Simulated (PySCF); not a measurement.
C₂H₅NOSi, SMILES C#C[Si@H](N)O.

The structure is a stationary point at B3LYP-D3(BJ)/def2-SVP. The structure was generated by enumeration; whether it is a known compound was not checked. The values are those of a single conformer.

Two levels are set side by side: PBE/def2-TZVP (PySCF) and CAM-B3LYP/def2-TZVP (PySCF). Same geometry, gas phase. Differences are taken from unrounded values.

| quantity | CAM-B3LYP | PBE | PBE minus CAM-B3LYP |
|---|---|---|---|
| orbital gap (eV) | 10.04 | 5.14 | -4.90 |
| highest occupied level (eV) | -9.10 | -6.21 | 2.89 |
| lowest empty level (eV) | 0.94 | -1.07 | -2.01 |
| dipole moment (D) | 2.25 | 2.21 | -0.04 |
| mean polarisability (bohr³) | 54.6 | 57.8 | 3.3 |

Without exact exchange PBE keeps part of each electron's self-repulsion, which lifts occupied levels and narrows the gap. Loosely held outer electrons make PBE densities more polarisable. Differences between two approximate levels are no errors against the true value.

Rough cost on one machine, each run with all the roots and properties that it gave: CAM-B3LYP against PBE within a factor of 2.
